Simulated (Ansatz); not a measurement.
```yaml
crystal:
  periodic: [false, false, false]
  atoms:
    - {symbol: C, position_ang: [0.542954, 1.081226, 2.044131]}
    - {symbol: Si, position_ang: [0.032337, -0.091654, 0.082418]}
    - {symbol: C, position_ang: [1.771127, -1.532187, -0.526617]}
    - {symbol: C, position_ang: [-1.986368, -1.255119, 0.325938]}
    - {symbol: Ga, position_ang: [-0.353145, 1.936446, -2.114236]}
    - {symbol: Cl, position_ang: [-2.106746, 3.979336, -1.936705]}
    - {symbol: Cl, position_ang: [0.962050, 1.952573, -4.467180]}
    - {symbol: H, position_ang: [1.719684, 1.764686, 1.931763]}
    - {symbol: H, position_ang: [-0.439384, 1.976823, 2.355898]}
    - {symbol: H, position_ang: [1.539624, -2.185079, -1.392185]}
    - {symbol: H, position_ang: [1.489624, -2.185079, -1.692185]}
    - {symbol: H, position_ang: [1.968099, -2.470939, 0.448586]}
    - {symbol: H, position_ang: [2.942286, -0.852711, -0.701989]}
    - {symbol: H, position_ang: [-2.311984, -1.944718, -0.806678]}
    - {symbol: H, position_ang: [-1.878766, -2.157317, 1.348887]}
    - {symbol: H, position_ang: [-3.016351, -0.407989, 0.618883]}
basis:
  gaussian: {orbitals: cc-pVDZ}
hamiltonian: {xc: {name: wB97}}
output: {forces: true}
```

```sh
$ ansatz run in.yaml --threads 2 --pin off --events-out ev --progress --plain --max-ram 22528MiB --backend cpu
```

Shortened log:

```
Functional definition: wB97
2206 factors; their error is unknown
656 factors; integrals over basis functions are off by at most 3.3e-5 eV
mean field evaluation 1: about -88525.1251 eV, gradient 4.0e1 eV
mean field evaluation 2: about -88525.9650 eV, gradient 4.2e1 eV
mean field evaluation 4: about -88531.6800 eV, gradient 3.9e0 eV
mean field evaluation 8: about -88531.7631 eV, gradient 1.8e-1 eV
mean field evaluation 16: about -88531.6640 eV, gradient 3.7e-3 eV
mean field -88531.66396871 eV, -3253.4786419329 hartree, gradient 6.0e-5 eV, S^2 0.000000; 0 other end points of the search recorded, 0 dependent functions left out
reference -88531.66395399 eV, -3253.4786413919 hartree; 53, 53 occupied and 115, 115 virtual orbitals, 2206 factors
Total energy: -88531.66395399 eV, -3253.4786413919 hartree
Atom 0 at     0.542954     1.081226     2.044131 Å, force     0.432895     2.023705    -0.704234 eV/Å
Atom 1 at     0.032337    -0.091654     0.082418 Å, force    -1.399961     0.931147     2.051977 eV/Å
Atom 2 at     1.771127    -1.532187    -0.526617 Å, force     3.219117     3.655925     7.187670 eV/Å
Atom 3 at    -1.986368    -1.255119     0.325938 Å, force    -1.290914    -1.460903     0.031031 eV/Å
Atom 4 at    -0.353145     1.936446    -2.114236 Å, force    -0.547252     0.862546    -1.415704 eV/Å
Atom 5 at    -2.106746     3.979336    -1.936705 Å, force     1.535954    -1.744244    -0.099085 eV/Å
Atom 6 at     0.962050     1.952573    -4.467180 Å, force    -0.946245    -0.058776     1.875865 eV/Å
Atom 7 at     1.719684     1.764686     1.931763 Å, force    -3.820104    -1.873691    -0.009181 eV/Å
Atom 8 at    -0.439384     1.976823     2.355898 Å, force     3.046103    -2.526809    -1.643934 eV/Å
Atom 9 at     1.539624    -2.185079    -1.392185 Å, force    18.858577    -3.712088   114.275226 eV/Å
Atom 10 at     1.489624    -2.185079    -1.692185 Å, force   -18.947377     1.125256  -116.905897 eV/Å
Atom 11 at     1.968099    -2.470939     0.448586 Å, force    -0.644573     2.744767    -3.841134 eV/Å
Atom 12 at     2.942286    -0.852711    -0.701989 Å, force    -4.004025    -2.709789    -0.132214 eV/Å
Atom 13 at    -2.311984    -1.944718    -0.806678 Å, force     1.088184     2.350411     3.815580 eV/Å
Atom 14 at    -1.878766    -2.157317     1.348887 Å, force    -0.300392     3.081246    -3.446013 eV/Å
Atom 15 at    -3.016351    -0.407989     0.618883 Å, force     3.720013    -2.688703    -1.039953 eV/Å
Dipole moment:     1.195774    -3.055695     1.364861 e Å
```

Problem. Something in this input is off. What?

Solution. One atom was put on top of another. The calculation finished and met its thresholds. The result belongs to that input, not to the molecule as meant.
